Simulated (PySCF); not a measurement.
# What a mistake does to a calculation on BGeH9Si2

Calculated results; nothing here was measured. The program is PySCF 2.14.0, an open-source quantum chemistry code, run on an isolated molecule that a program drew, which may never have been made. The molecule is BGeH9Si2 (charge 0, singlet), drawn as the SMILES string `B[SiH2][GeH2][SiH3]`.

Each row is a Hartree-Fock (HF) and frozen-core CCSD(T) single point in the cc-pV(D+d)Z basis, meant for a local HF minimum. Run 1 is clean. Each other run has one planted mistake out of seven kinds, and not every kind appears here: one electron removed, one electron added, multiplicity raised by two, geometry at a saddle point, minimal basis STO-3G, one bond length entered in bohr, all coordinates scaled. The reference is restricted for singlets and unrestricted otherwise, and also for a bond in bohr. Adding or removing an electron swaps singlet and doublet. Electrons count all cores. HOMO and LUMO are orbital energies over both spins, the gradient is its largest component, and the lowest frequency (negative if imaginary) is given only where the gradient is small. Bond lengths are over the 12 bonds as drawn. T1 is the CCSD diagnostic: over 0.02 (restricted) or 0.045 (unrestricted) a single reference is doubtful. Germanium has the cc-pVDZ-PP basis, with a core potential (ECP10MDF) in place of its 10 inner electrons, and its 3s, 3p and 3d shells are frozen in CCSD(T).

Geometry of the clean run:
```xyz
13
BGeH9Si2, angstrom
B    -2.9872   -1.6070    1.4023
Si   -1.9112   -1.6196   -0.3199
Ge   -2.0056    0.6087   -1.2634
Si   -0.7700    0.7831   -3.3223
H    -2.4772   -1.3126    2.4474
H    -4.1657   -1.8313    1.3969
H    -0.4813   -1.9567   -0.1009
H    -2.4564   -2.5611   -1.3312
H    -1.4439    1.6185   -0.2487
H    -3.4722    0.9946   -1.5186
H     0.6537    0.4489   -3.0823
H    -1.3220   -0.1635   -4.3200
H    -0.8560    2.1591   -3.8660
```

```
run,electrons,basis functions,<S^2>,HOMO (eV),LUMO (eV),gradient (hartree/bohr),lowest frequency (cm^-1),mean bond (Å),longest bond (Å),T1,HF (hartree),CCSD(T) (hartree),mistake
1,74,128,0.000,-9.85,1.07,5.4e-06,31,1.6459,2.422,0.0136,-901.14198,-901.62363,no fault
2,73,128,0.807,-15.81,-7.68,4.9e-02,-,1.6459,2.422,0.0217,-900.82007,-901.28075,one electron removed
3,74,128,0.000,-9.75,1.00,1.4e-02,-,1.6887,2.485,0.0136,-901.13537,-901.61889,all coordinates scaled
4,74,128,2.027,-7.29,-1.73,4.8e-02,-,1.6459,2.422,0.0219,-901.02328,-901.49910,?
```

**Which mistake was planted in run 4, and what did it cost?**

Electrons, basis and geometry are unchanged, and <S^2> is 2.027, beside S(S+1) = 2.00 for a multiplicity of 3. So the mistake is: multiplicity raised by two. Subtracting run 1 and multiplying by 627.51 kcal/mol a hartree, the energy moved by 74.5 kcal/mol in HF and 78.1 kcal/mol in CCSD(T).

